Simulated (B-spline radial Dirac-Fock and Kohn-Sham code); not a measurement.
## Subshell cross sections of Ir⁴⁺, photon energy 1260 eV

System: Ir⁴⁺, [Xe] 4f14 5d5.

Method: Dirac-Hartree-Slater photoionisation with all multipoles and Dirac-Fock thresholds. Computed with an atomic code on a B-spline grid. The asymmetry parameter β is from the dipole term alone. Kinetic energies are from the vacuum level. Open shells are spread statistically over j, without multiplet splitting.

The last column is dσ/dΩ = σ/(4π) · [1 + β P₂(cos θ)] at θ = 0° from the polarisation vector of linearly polarised light.

```
  subshell  electrons  binding (eV)  kinetic (eV)  σ (kb)     β  dσ/dΩ (kb/sr)
   N1 (4s)          2         758.6         501.4    33.3  1.85           7.56
N2 (4p1/2)          2         645.7         614.3    35.3  1.32           6.50
N3 (4p3/2)          4         561.2         698.8    99.7  1.31           18.4
N4 (4d3/2)          4         376.0         884.0     136  1.04           22.1
N5 (4d5/2)          6         360.3         899.7       ?     ?              ?
N6 (4f5/2)          6         123.1        1136.9     138  1.02           22.1
N7 (4f7/2)          8         120.1        1139.9     175  1.02           28.3
   O1 (5s)          2         159.5        1100.5    7.89  1.88           1.81
O2 (5p1/2)          2         121.2        1138.8    7.43  1.58           1.53
O3 (5p3/2)          4         107.2        1152.8    18.2  1.53           3.66
O4 (5d3/2)          2         57.14        1202.9    7.39  1.23           1.31
O5 (5d5/2)          3         55.63        1204.4    10.6  1.31           1.96
```

Problem. What are σ and β for N5 (4d5/2)?

Solution. σ = 201 kb, the largest of all subshells and 23 % of the total, and β = 1.16, which gives dσ/dΩ = 34.5 kb/sr.

Run: 6.9 s of CPU time on 1 thread of Intel(R) Xeon(R) Platinum 8375C CPU @ 2.90GHz (shared host), peak memory 0.42 GiB.
